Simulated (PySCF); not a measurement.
siletan-1-amine (C3H9NSi), SMILES N[SiH]1CCC1. Atoms are numbered in the order given.

```xyz
14

N      2.1197    -0.2369    -0.3346
Si     0.5609     0.3443     0.1106
C     -0.9477     0.3924    -1.0423
C     -1.7742    -0.0667     0.1876
C     -0.6711    -0.7555     1.0341
H      2.2591    -1.0977    -0.8486
H      2.9166     0.3823    -0.4071
H      0.8040     1.6605     0.7794
H     -1.2783     1.3107    -1.5490
H     -0.8903    -0.4139    -1.7937
H     -2.6418    -0.7050    -0.0491
H     -2.1643     0.8127     0.7264
H     -0.7859    -0.7229     2.1271
H     -0.5515    -1.8103     0.7325
```

Geometry: PBE0-D3(BJ)/def2-SVP. The values are those of a single conformer.

Two levels are set side by side: PBE/pcSseg-1 (PySCF) and B3LYP/pcSseg-1 (PySCF). GIAO shifts against NH3 (¹⁵N), TMS (²⁹Si), TMS (¹H), TMS (¹³C) at the same level; non-relativistic, no solvent, atoms listed together averaged. Differences are taken from unrounded values.

| quantity | B3LYP | PBE | PBE minus B3LYP |
|---|---|---|---|
| δ(¹⁵N) of N1 (ppm) | 33.0 | 36.9 | 3.9 |
| δ(²⁹Si) of Si2 (ppm) | -12.6 | -12.1 | 0.5 |
| δ(¹³C) of C4 (ppm) | 17.6 | 17.8 | 0.1 |
| δ(¹H) of H8 (ppm) | 4.92 | 5.16 | 0.24 |

Rough cost on one machine, each run with all the roots and properties that it gave: B3LYP against PBE within a factor of 2.
